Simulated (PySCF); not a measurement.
C4H4, SMILES C1=CC=C1. Heavy atoms are numbered as in [CH:1]1=[CH:3][CH:4]=[CH:2]1. Hydrogens are named by the atom that carries them.

The structure is a stationary point at PBE0-D3(BJ)/def2-SVP.

The numbers are results of B3LYP/pcSseg-1 (PySCF), not measurements.

GIAO shieldings, no solvent; atoms alike by connectivity are averaged. δ = σ(ref) − σ: ¹³C against TMS (σ = 181.3 ppm); ¹H against TMS (σ = 31.68 ppm), references at their B3LYP-D3(BJ)/def2-TZVP geometries, non-relativistic.

Computed chemical shifts:
```json
[
 {"nucleus": "¹³C", "atoms": "C1 (CH)", "count": "4", "δ (ppm)": "149.9"},
 {"nucleus": "¹H", "atoms": "H on C1", "count": "4", "δ (ppm)": "5.93"}
]
```
